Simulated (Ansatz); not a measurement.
Cartesian coordinates in Å:
```
C -2.3115 -0.8982 0.7065
C -0.8057 -1.0769 0.5341
Si 0.0436 0.3923 -0.2080
Cl -0.2282 2.0464 1.0039
O 1.6341 0.0569 -0.3311
C 2.5997 0.9450 -0.8498
H -2.8045 -0.6961 -0.2480
H -2.5377 -0.0644 1.3747
H -2.7701 -1.7953 1.1282
H -0.5862 -1.9334 -0.1137
H -0.3244 -1.2880 1.4946
H -0.5083 0.7902 -1.5293
H 2.7358 1.8054 -0.1877
H 3.5460 0.4084 -0.9298
H 2.3174 1.3076 -1.8445
```

Charge 0, multiplicity 1.

(1) List the PBE/def2-TZVPP orbital energies in eV (Ansatz 0.2.0). (Estimate.)

Answers

(1) Computed: Occupied: -2738.63, -1780.50, -510.48, -270.26, -268.89, -268.89, -249.21, -189.89, -189.75, -189.74, -138.10, -94.90, -94.83, -94.78, -25.54, -20.26, -18.92, -17.14, -15.37, -13.07, -11.40, -11.26, -11.14, -10.99, -10.13, -9.26, -9.16, -8.45, -8.10, -7.91, -7.47, -7.08, -6.87. Lowest empty: -0.02, 0.32, 0.60, 0.92, 1.54, 1.71, 1.87, 2.10.
